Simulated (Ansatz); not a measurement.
`[AlH2][NH][SiH2][GeH3]` + HCl → `[AlH2][Cl]` + `N[SiH2][GeH3]` at 700 K and 1 bar (ligand exchange at the Al–N bond).

Computed with Ansatz on PBE0-D4/def2-TZVP structures; ΔE is electronic, products minus reactants. CCSD(T)/CBS adds triple-zeta CCSD(T) − MP2 to the extrapolated MP2 energy (def2 sets, frozen cores). This one scheme is used for every species. For Ge outer-core shells are correlated without core-valence functions, which leaves a few kJ/mol of doubt a bond. Scalar relativity is left out up to krypton. One conformer a species, not always the lowest.

```
                 species  CCSD(T)/CBS energy (Eh)  H − E (kJ/mol)  S (J/(mol·K))
`[AlH2][NH][SiH2][GeH3]`              -2666.76326           281.3          537.4
                     HCl               -460.38127            38.4          211.8
            `[AlH2][Cl]`               -703.04476            73.9          303.9
         `N[SiH2][GeH3]`              -2424.12162           249.8          454.9
```

H − E and S are ideal-gas, rigid-rotor, harmonic terms from PBE0-D4/def2-TZVP, for one conformer and one mirror image of each species. 1 Eh = 2625.50 kJ/mol, R = 8.31446 J/(mol·K).

Problem. By hand: ΔE, ΔH, ΔS and ΔG.

Solution. ΔE = (-703.04476) + (-2424.12162) − (-2666.76326) − (-460.38127) = -0.02185 Eh = -57.4 kJ/mol. Δ(H − E) = 73.9 + 249.8 − 281.3 − 38.4 = 4.0, so ΔH = -53.4 kJ/mol. ΔS = 303.9 + 454.9 − 537.4 − 211.8 = 9.6 J/(mol·K). ΔG = -53.4 − 700 × (9.6)/1000 = -60.1 kJ/mol.

Problem. By hand: the equilibrium constant, and the temperature at which ΔG would vanish if ΔH and ΔS stayed fixed.

Solution. log₁₀ K = −ΔG/(RT ln 10) = 4.5. ΔH and −TΔS have one sign here, so there is no such temperature.

The number of gas molecules stays the same, so ΔS is small and ΔH decides. A doubt of 5 kJ/mol in ΔE shifts log₁₀ K by 0.4 here. Other conformers and mirror images would add mixing entropy, several J/(mol·K) or more a flexible species. Modes under 60 cm⁻¹, often nearly free rotors, make the harmonic entropy too high. These are equilibria of isolated gas molecules and say nothing of rates. Largest T1 diagnostic: 0.012 (customary marks: 0.02 for closed shells, 0.045 for open ones).

ΔS is within the doubt of such terms, so its sign, and with it that verdict, could turn.
